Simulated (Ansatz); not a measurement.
The cluster Cu₅H₆, relaxed as a doublet with UKS r2SCAN-D4/def2-SVP in Ansatz, starting from the GFN1-xTB geometry. Force threshold 0.02 eV/Å.

The relaxation made no stability test and no search for a lower SCF solution. No other spin state of charge 0 was run. Another isomer (doublet) lies 0.98 eV lower at PBE0-D4/def2-TZVP; other spin states weren't run for this one.

Start:

```
atom    x (Å)    y (Å)    z (Å)
 Cu1  -0.0825   0.7724  -1.5500
 Cu2  -1.6853  -0.0959   0.0449
 Cu3   0.0852  -0.7752   1.5482
 Cu4   0.9069  -1.2585  -0.6764
 Cu5   0.7828   1.3548   0.6320
  H6  -1.5942  -0.7715   1.4573
  H7   0.8414  -0.5312  -2.0643
  H8   0.8631   0.6357   2.0223
  H9   0.9463  -1.9607   0.7246
 H10  -1.7446   0.5803  -1.3685
 H11   0.6809   2.0498  -0.7701
```

```json
{"step": "1", "energy (eV)": "-223270.9748", "largest force component (eV/Å)": "0.567", "SCF passes": "132"}
{"step": "2", "energy (eV)": "-223271.1252", "largest force component (eV/Å)": "0.441", "SCF passes": "50"}
{"step": "3", "energy (eV)": "-223271.2531", "largest force component (eV/Å)": "0.209", "SCF passes": "44"}
{"step": "4", "energy (eV)": "-223271.2814", "largest force component (eV/Å)": "0.102", "SCF passes": "37"}
{"step": "5", "energy (eV)": "-223271.2991", "largest force component (eV/Å)": "0.058", "SCF passes": "37"}
{"step": "6", "energy (eV)": "-223271.3032", "largest force component (eV/Å)": "0.029", "SCF passes": "36"}
{"step": "7", "energy (eV)": "-223271.3043", "largest force component (eV/Å)": "0.020", "SCF passes": "38"}
{"step": "8", "energy (eV)": "-223271.3063", "largest force component (eV/Å)": "0.065", "SCF passes": "37"}
{"step": "9 (rejected)", "energy (eV)": "-223271.2945", "largest force component (eV/Å)": "0.215", "SCF passes": "49"}
{"step": "10", "energy (eV)": "-223271.3152", "largest force component (eV/Å)": "0.093", "SCF passes": "43"}
{"step": "11", "energy (eV)": "-223271.3196", "largest force component (eV/Å)": "0.125", "SCF passes": "36"}
{"step": "12", "energy (eV)": "-223271.3230", "largest force component (eV/Å)": "0.117", "SCF passes": "36"}
{"step": "13", "energy (eV)": "-223271.3278", "largest force component (eV/Å)": "0.096", "SCF passes": "37"}
{"step": "14", "energy (eV)": "-223271.3321", "largest force component (eV/Å)": "0.041", "SCF passes": "38"}
{"step": "15", "energy (eV)": "-223271.3328", "largest force component (eV/Å)": "0.024", "SCF passes": "37"}
{"step": "16", "energy (eV)": "-223271.3334", "largest force component (eV/Å)": "0.018", "SCF passes": "35"}
{"step": "17", "energy (eV)": "-223271.3339", "largest force component (eV/Å)": "0.022", "SCF passes": "37"}
{"step": "18", "energy (eV)": "-223271.3341", "largest force component (eV/Å)": "0.006", "SCF passes": "37"}
```

Force components are those of the run's own axes.

End:

```xyz
11

Cu    0.122    0.775   -1.527
Cu   -1.428   -0.078    0.035
Cu    0.279   -0.753    1.517
Cu    0.649   -1.382   -0.726
Cu    0.536    1.444    0.696
H    -1.459   -0.782    1.471
H     0.715   -0.656   -2.168
H     0.752    0.734    2.131
H     0.852   -2.103    0.705
H    -1.605    0.622   -1.393
H     0.588    2.180   -0.741
```

By distances, no bond broke or formed. The bond that changes most is Cu2–Cu4, from 2.93 to 2.57 Å (atoms count from 1).

The force fell under the threshold at step 7, but the optimiser went on and released 0.030 eV more. No frequencies were taken in this run, so the end may be a saddle point.

It took 4.4 min on 4 threads of AMD EPYC 7B13 on a shared host, peak host memory 0.91 GiB.
